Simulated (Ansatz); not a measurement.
C4H9ClFGaO (`CC(C)(C)[O][Ga]([F])[Cl]`). Total charge 0; spin multiplicity 1. Correlated methods include outer-core shells of Ga, which these sets cover unevenly. Scalar relativity is left out up to krypton.

```xyz
17

C    -0.808    0.285    1.214
C     0.157   -0.289    0.187
C    -0.597   -0.991   -0.931
C     1.145   -1.236    0.848
O     0.960    0.766   -0.361
Ga    0.310    2.139   -1.242
F    -1.402    2.330   -1.529
Cl    1.583    3.637   -2.003
H    -1.519    0.969    0.739
H    -1.384   -0.509    1.694
H    -0.258    0.825    1.988
H     0.103   -1.360   -1.684
H    -1.307   -0.309   -1.409
H    -1.164   -1.841   -0.546
H     0.624   -2.083    1.300
H     1.854   -1.616    0.110
H     1.705   -0.715    1.626
```

Task: Give the diagnostics of a CCSD(T)/def2-TZVPP run (frozen core, Ansatz). (An estimate is asked.)

Result: The calculation gave: T1 = 0.0127, largest single amplitude 0.027, largest double 0.018, (T) share of the correlation energy 3.8 %, 9 CCSD cycles. The RHF solution is stable towards an unrestricted one. T1 lies under the customary mark of 0.02 for closed shells.
